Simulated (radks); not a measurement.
These are the eigenvalues of the occupied orbitals of an atom or ion with whole-number occupations (hartree). All-electron calculation, Dirac Kohn-Sham, PBE, spin-unpolarised, spherical densities, point nucleus. Program: a radial shooting solver on a logarithmic mesh with Libxc functionals.

1s1/2: -846.2006
2s1/2: -122.6462
2p1/2: -113.5512
2p3/2: -108.2365
3s1/2: -21.91538
3p1/2: -18.35631
3p3/2: -17.44203
3d3/2: -11.14291
3d5/2: -10.96261
4s1/2: -3.02798
4p1/2: -1.94864
4p3/2: -1.80553
4d3/2: -0.22586
4d5/2: -0.21149
5s1/2: -0.15782

Which element is it, and in what charge state? The configuration may be excited. Open shells, if any, fill j = l - 1/2 first.

Answer. Z = 45, rhodium, charge 0: Rh in [Kr] 4d8 5s1. The list shows which subshells hold electrons but not how many an open one holds; the 1s level, -846.2 hartree, gives Z - s = 41.1 by -(Z - s)^2/2, which with screening and relativity narrows Z to a few neighbours, and the depths of the outer levels then fix element, charge and occupations together.
